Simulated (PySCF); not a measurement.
Species: SbMe2Cl, C2H6ClSb.
Bonds: Sb1–C2, Sb1–C6, Sb1–Cl10. Hydrogens: H3, H4, H5 on C2; H7, H8, H9 on C6.

A linear-response calculation (PySCF, def2-SVPD basis, gas phase, vertical, core orbitals frozen in the response) gave these numbers; the functional is withheld.

Orbital energies (eV): HOMO-3 -11.26, HOMO-2 -10.77, HOMO-1 -10.05, HOMO -8.84, LUMO 0.33, LUMO+1 1.43, LUMO+2 2.15.

| state | E (eV) | f | main configurations (H = HOMO, L = LUMO) |
| --- | --- | --- | --- |
| S1 | 4.67 | 0.056 | H→L (97%) |
| S2 | 5.69 | 0.0019 | H-1→L (98%) |
| S3 | 6.15 | 0.170 | H→L+1 (94%) |
| S4 | 6.46 | 0.029 | H-2→L (92%) |
| S5 | 6.76 | 0.159 | H→L+2 (64%), H→L+3 (28%) |
| S6 | 6.91 | 0.032 | H-3→L (94%) |

Triplets, Tamm–Dancoff:

| state | E (eV) | λ (nm) | main configurations (H = HOMO, L = LUMO) |
| --- | --- | --- | --- |
| T1 | 3.88 | 319.8 | H→L (97%) |
| T2 | 5.09 | 243.4 | H→L+1 (90%) |
| T3 | 5.38 | 230.7 | H-1→L (96%) |
| T4 | 5.94 | 208.9 | H-2→L (90%) |

Vertical ionisation energy by ΔSCF with the same functional: 9.15 eV. Mean static polarisability: 83.3 au.

Question: Which of these was used?
A. wB97X-D
B. HF
C. PBE
D. PBE0

Answer: A. wB97X-D is range-separated, 22% exact exchange at short range and 100% at long range (ω = 0.2 bohr⁻¹). In this run −ε(HOMO) = 8.84 eV differs from the ΔSCF value by -0.30 eV, and S1 differs from the orbital gap of 9.18 eV by -4.50 eV. The ratio −ε(HOMO)/IP is 0.97. Small neutral molecules mostly give 0.89 to 0.99 with wB97X-D, 0.5 to 0.7 with PBE, 0.7 to 0.83 with PBE0; with Hartree–Fock the ratio is 1 or more (Koopmans' value less the relaxation energy is the ΔSCF value).

Level of theory: TDDFT wB97X-D/def2-SVPD, vertical, gas phase, core orbitals frozen in the response, def2 core potentials past Kr (PySCF 2.14.0, density-fitted response routines). Isolated species at its PBE0-D3(BJ)/def2-SVP geometry, gas phase. Spin–orbit coupling is left out. Note that the optimisation stopped short of convergence; the values belong to its last geometry.
